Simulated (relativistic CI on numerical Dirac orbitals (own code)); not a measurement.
# Ga9+: sensitivity of the levels to the model

Base calculation: Dirac-Coulomb-Breit CI, orbitals from a KLI potential per configuration, a model potential for QED, unscaled Slater integrals.

CI space (outside the closed core [Ne]): 3s2 3p6 3d4, 3s2 3p5 3d5, 3s 3p6 3d5, 3s2 3p6 3d3 4s, 3s2 3p6 3d3 4p, 3s2 3p6 3d3 4d, 3s2 3p6 3d2 4s 4p, 3s2 3p6 3d3 4f, 3s2 3p6 3d3 5s, 3s2 3p6 3d3 5p, 3p6 3d6, 3p5 3d7, 3s2 3p6 3d2 4s2, 3s2 3p6 3d 4s2 4p, 3s2 3p6 3d 4s2 4d, 3s2 3p6 3d 4s2 4f, 3s2 3p6 3d2 4p2, 3s2 3p6 3d 4s 4p2, 3s2 3p6 3d 4p3, 3s2 3p6 3d 4p2 4d, 3s2 3p6 3d 4p2 4f, 3s2 3p6 3d2 4s 4d, 3s2 3p6 3d 4s 4p 4d, 3s2 3p6 3d 4s 4d2, 3s2 3p6 3d 4s 4d 4f. Double excitations out of closed p, d and f shells are left out; levels of such configurations are missing from the list, as are those of other unlisted configurations, and high levels can miss mixing partners.

Variants: (1) valence Slater integrals scaled by 0.9; (2) Breit term removed; (3) only the first configuration. Shifts of the energy above 3s2 3p6 3d4 5D_0, in cm⁻¹, for the lowest level and the first level of each name with at least 55 % of one term (blank where a level changes its place among those of its configuration and J or its character, or is not in the variant):

| Level | Base | Δ(1) | Δ(2) | Δ(3) |
| --- | --- | --- | --- | --- |
| 3s2 3p6 3d4 5D_0 | 0.0 | 0.0 | 0.0 | 0.0 |
| 3s2 3p6 3d4 5D_1 | 635.4 | +20.3 | +79.9 | -1.7 |
| 3s2 3p6 3d4 5D_2 | 1774.4 | +37.5 | +230.0 | -0.2 |
| 3s2 3p6 3d4 5D_3 | 3278.1 | +38.1 | +439.0 | +5.6 |
| 3s2 3p6 3d4 5D_4 | 5040.1 | +17.6 | +703.0 | +14.2 |
| 3s2 3p6 3d4 3P_0 | 42421.5 | -4384.1 | -210.2 | +1111.4 |
| 3s2 3p6 3d4 3H_4 | 43451.5 | -4347.5 | +316.5 | -844.5 |
| 3s2 3p6 3d4 3H_5 | 44895.1 | -4291.5 | +629.0 | -948.4 |
| 3s2 3p6 3d4 3H_6 | 46148.5 | -4292.6 | +975.8 | -1025.7 |
| 3s2 3p6 3d4 3P_1 | 46228.7 | -4354.9 | +102.9 | +977.7 |
| 3s2 3p6 3d4 3F_3 | 48796.2 | -4619.8 | +295.5 | +887.1 |
| 3s2 3p6 3d4 3F_2 | 49041.3 | -4549.0 | +317.9 | +892.9 |
| 3s2 3p6 3d4 3F_4 | 49474.5 | -4543.2 | +493.8 | +835.6 |
| 3s2 3p6 3d4 3P_2 | 51657.1 | -4419.8 | +582.2 | +1011.3 |
| 3s2 3p6 3d4 3G_3 | 54336.1 | -4867.3 | +475.0 | +892.6 |
| 3s2 3p6 3d4 3G_4 | 55257.0 | -4966.3 | +681.0 | +948.4 |
| 3s2 3p6 3d4 3G_5 | 56248.2 | -4940.1 | +907.8 | +796.9 |
| 3s2 3p6 3d4 3D_3 | 66617.6 | -5997.2 | +443.6 | +3454.6 |
| 3s2 3p6 3d4 1I_6 | 66623.3 | -6290.7 | +935.6 | -1150.6 |
| 3s2 3p6 3d4 3D_2 | 67169.9 | -5998.1 | +443.3 | +3337.1 |
| 3s2 3p6 3d4 3D_1 | 67929.2 | -5958.7 | +394.7 | +3453.3 |
| 3s2 3p6 3d4 1G_4 | 67955.2 | -5859.6 | +749.0 | +2391.2 |

At this charge energies of transitions that change n are usually good to better than 1 %, and those within a shell (Δn = 0) to a few per cent. Terms inside the open d or f shell come out 10 to 20 % too wide with unscaled integrals.

Ionisation energy from the two ground configurations alone: base 243.343 eV; valence Slater integrals scaled by 0.9 243.092 eV. The NIST ASD value (theoretical) is 244 eV.
